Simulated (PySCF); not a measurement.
## Electronic structure of S⁺ (sulfur, charge +1) at the LDA level

Configuration: [Ne] 3s2 3p3, high-spin 4S determinant. All numbers are calculated (PySCF 2.14, no relativity, point nucleus, in 6-31G*).

```
Total energy                                     : -396.3072 hartree
One-electron energy                              : -542.8431 hartree
Hartree (Coulomb) energy                         : 170.4765 hartree
Exchange-correlation energy                      : -23.9405 hartree
Kinetic energy                                   : 396.77877 hartree
⟨S²⟩                                             : 3.7504
⟨L²⟩                                             : 0.000
Sum of ⟨r⟩                                       : 12.74 bohr
Sum of ⟨r²⟩                                      : 20.76 bohr²
Density at the nucleus (Gaussians lack the cusp) : 2510 bohr⁻³
Spin density at the nucleus                      : 0.231 bohr⁻³
Langevin diamagnetic susceptibility              : -16.4 ×10⁻⁶ cm³/mol
Time after the integrals                         : 0.05 s of wall time on 1 thread of Neoverse-V2 (shared host)
```

| shell | electrons | mean orbital energy (hartree) | rms radius, mean of both spins (bohr) |
| --- | --- | --- | --- |
| 1s α | 1 | -88.19481 | 0.113 |
| 1s β | 1 | -88.17716 | 0.113 |
| 2s α | 1 | -8.12120 | 0.524 |
| 2s β | 1 | -8.10074 | 0.524 |
| 2p α | 3 | -6.17713 | 0.495 |
| 2p β | 3 | -6.15221 | 0.495 |
| 3s α | 1 | -1.05123 | 1.77 |
| 3s β | 1 | -0.93798 | 1.77 |
| 3p α | 3 | -0.65796 | 2.03 |
